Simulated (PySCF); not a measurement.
Species: C2H2F3OS (doublet state).
Numbering: `[O:1][CH2:2][S:3][C:4]([F:5])([F:6])[F:7]` (hydrogens: H8, H9 on C2)

Structure used (GFN2-xTB), in Å, numbered top down from 1:
```xyz
9
C2H2F3OS angstrom
O      1.026   -1.348   -0.662
C      1.476   -0.219   -0.420
S      0.136    1.219   -0.114
C     -1.382    0.214   -0.335
F     -1.440   -0.310   -1.549
F     -2.453    0.986   -0.174
F     -1.448   -0.762    0.557
H      2.049   -0.073    0.522
H      2.050    0.300   -1.218
```

Theory: UKS B3LYP, pcH-1 on C F H O S, non-relativistic, mean-field spin-orbit, GIAO (PySCF 2.14.0). Isolated species at its GFN2-xTB geometry (one conformer only). Couplings are sensitive to structure, and on GFN2-xTB geometries they can be far from those on DFT ones.

Output of the driver script. Atoms in this output count from 0.

```
UKS, coarse grid
  cycle   1  E = -849.92222791  |g| = 9.63e-01
  cycle   2  E = -844.59213814  |g| = 2.91e+00
  cycle   3  E = -850.04387317  |g| = 6.52e-01
  cycle   4  E = -850.21150758  |g| = 4.20e-01
  cycle   5  E = -850.27108469  |g| = 2.00e-01
  cycle   6  E = -850.28279709  |g| = 1.37e-01
  cycle   7  E = -850.29140695  |g| = 3.72e-02
  cycle   8  E = -850.29211956  |g| = 1.14e-02
  cycle   9  E = -850.29217486  |g| = 4.91e-03
  cycle  10  E = -850.29218679  |g| = 3.52e-03
  cycle  11  E = -850.29219330  |g| = 1.81e-03
  cycle  12  E = -850.29219358  |g| = 5.36e-04
UKS, final grid
  cycle   1  E = -850.29209884  |g| = 1.49e-03
  cycle   2  E = -850.29208872  |g| = 4.90e-03
  cycle   3  E = -850.29209993  |g| = 2.29e-04
  cycle   4  E = -850.29209994  |g| = 9.64e-05
  cycle   5  E = -850.29209995  |g| = 3.06e-05
  cycle   6  E = -850.29209995  |g| = 1.14e-05
E = -850.29209995 Eh   <S^2> = 0.7553 (exact 0.7500)
g shifts (ppm)      1          2          3
  rmc          -264       -264       -264
  gc             -0         35         44
  oz_so        -278       5761     105210
  total        -543       5560     105018
hyperfine (MHz)  atom isotope    a_iso     a_fc   dipolar eigenvalues
    0   17O     -39.44     -39.44   -200.55     97.09    103.46
    1   13C     -66.88     -66.88     -8.64      3.75      4.90
    2   33S       2.56       2.56    -18.10    -15.17     33.27
    3   13C      -4.38      -4.38     -0.49     -0.34      0.83
    4   19F      26.54      26.54    -13.46    -10.25     23.70
    5   19F      -3.96      -3.96     -5.41     -1.13      6.53
    6   19F      26.36      26.36    -13.40    -10.17     23.57
    7    1H     327.55     327.55     -7.94     -5.04     12.97
    8    1H     328.13     328.13     -7.94     -5.05     12.99
```

**Question.** The run flagged its g tensor. What set off the flag, and which results does it touch?

**Answer.** The largest g shift is +0.105, past the limit of 0.03 at which the run flags a species of elements up to argon. The orbital-Zeeman/spin–orbit term is second order, a sum of spin–orbit matrix elements over excitation energies, so it grows and becomes less reliable as an excited state comes close; a shift of this size calls for a check with another method. The contact and dipolar couplings don't rest on that expansion, but they belong to the state that the SCF found, and a close-lying state with the spin in another orbital would have other couplings; no stability test was run. The run left out the spin–orbit part of the hyperfine coupling.

**Question.** Where is the spin in this solution (atoms counted from 1)?

**Answer.** The largest Mulliken spin populations are on O1 (+0.66), S3 (+0.15), H9 (+0.13) and H8 (+0.13). ⟨S²⟩ = 0.7553 against the exact 0.7500, so spin contamination is small. 

**Question.** Average a_iso over equivalent nuclei, turn it into first-order splittings with g = 2.0023, and give the multiplets for abundant isotopes (0.05 mT or more).

**Answer.** 
```csv
nuclei (from 1),isotope,I,position,a_iso (MHz),|a| (mT),splits into
H8/H9,1H,1/2,2 bonds from O1,327.8,11.70,1:2:1 triplet
F5/F6/F7,19F,1/2,4 bonds from O1,16.3,0.58,1:3:3:1 quartet
```

Means are taken over nuclei equivalent by connectivity, which assumes that they swap fast. The three 19F nuclei of mean +16.3 MHz run from -4.0 to 26.5 MHz in the frozen geometry.

Time: 43 s (grids of density and orbitals included); peak memory 0.70 GiB. Hardware: one thread of an Arm Neoverse V2, no GPU, shared host with 96 logical CPUs at a one-minute load of 86.
